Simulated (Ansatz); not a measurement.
Energy differences in one family of gas-phase species

Each structure stands at its B3LYP-D3(BJ)/def2-TZVP stationary point, reached from a drawn start (curvature not checked).

(1), C2H2 (SMILES C#C) (charge 0, multiplicity 1):
```xyz
4

C     -0.5596     0.0801    -0.1961
C      0.5596    -0.0801     0.1961
H     -1.5535     0.2221    -0.5444
H      1.5535    -0.2221     0.5444
```

(2): C atom, charge 0, multiplicity 3.

(3), CH4 (SMILES C) (charge 0, multiplicity 1):
```xyz
5

C      0.00000     0.00000     0.00000
H      0.62892     0.62892     0.62892
H     -0.62892    -0.62892     0.62892
H      0.62892    -0.62892    -0.62892
H     -0.62892     0.62892    -0.62892
```

(4), C2H4 (SMILES C=C) (charge 0, multiplicity 1):
```tsv
atom	x (Å)	y (Å)	z (Å)
C	-0.6611	-0.0392	-0.0047
C	0.6611	0.0392	0.0047
H	-1.2848	0.8354	0.1353
H	-1.1749	-0.9815	-0.1527
H	1.2848	-0.8354	-0.1353
H	1.1749	0.9815	0.1527
```

(5), C2H6 (SMILES CC) (charge 0, multiplicity 1):
```xyz
8

C     -0.7557     0.1052    -0.0135
C      0.7557    -0.1052     0.0135
H     -1.2358    -0.5563    -0.7374
H     -1.0089     1.1316    -0.2866
H     -1.2020    -0.0955     0.9627
H      1.0089    -1.1316     0.2866
H      1.2358     0.5563     0.7374
H      1.2020     0.0955    -0.9627
```

```
step                            quantity  PBE/def2-TZVPP (kcal/mol)  r2SCAN/def2-TZVPP (kcal/mol)  PBE0/def2-TZVPP (kcal/mol)  wB97M-V/def2-TZVPP (kcal/mol)  CCSD(T)/cc-pVQZ (kcal/mol)
-----------------------  ---------------  -------------------------  ----------------------------  --------------------------  -----------------------------  --------------------------
(1) → 1.5 (2) + 0.5 (3)  reaction energy                     204.47                        192.86                      195.31                         194.12                      190.69
(4) → (2) + (3)          reaction energy                     151.44                        143.49                      146.06                         143.63                      140.69
(5) → 0.5 (2) + 1.5 (3)  reaction energy                      86.79                         83.10                       85.49                          82.98                       81.02
```

Right side less left side. No zero-point or thermal terms; singlets are restricted closed shells; open shells are unrestricted; no spin–orbit coupling.

Frozen-core correlation throughout.

The values were computed with Ansatz (Gaussian orbitals). Each number belongs to the level named beside it.

At CCSD(T)/cc-pVQZ the steps run from 81.02 ((5) → 0.5 (2) + 1.5 (3)) to 190.69 kcal/mol ((1) → 1.5 (2) + 0.5 (3)); 0 of 3 are downhill as written. PBE/def2-TZVPP, r2SCAN/def2-TZVPP, PBE0/def2-TZVPP, wB97M-V/def2-TZVPP give the same order. Counted from CCSD(T)/cc-pVQZ, which is the highest level that all steps share and no exact value, the absolute differences over these 3 steps have mean and median 10.10 and 10.75 (PBE/def2-TZVPP), 2.35 and 2.17 (r2SCAN/def2-TZVPP), 4.82 and 4.62 (PBE0/def2-TZVPP), 2.77 and 2.94 (wB97M-V/def2-TZVPP) kcal/mol; r2SCAN/def2-TZVPP lies nearest by the mean. PBE/def2-TZVPP is furthest off for (1) → 1.5 (2) + 0.5 (3), by 13.78 kcal/mol.

The steps were written down ahead of the runs, not picked by their results: 3 of 4 stand here; the others lost a bond on relaxing, fell into one structure, hold a state or a curvature that isn't settled, rest on doubtful references, or lack a level.

Ansatz is a program for electronic structure.
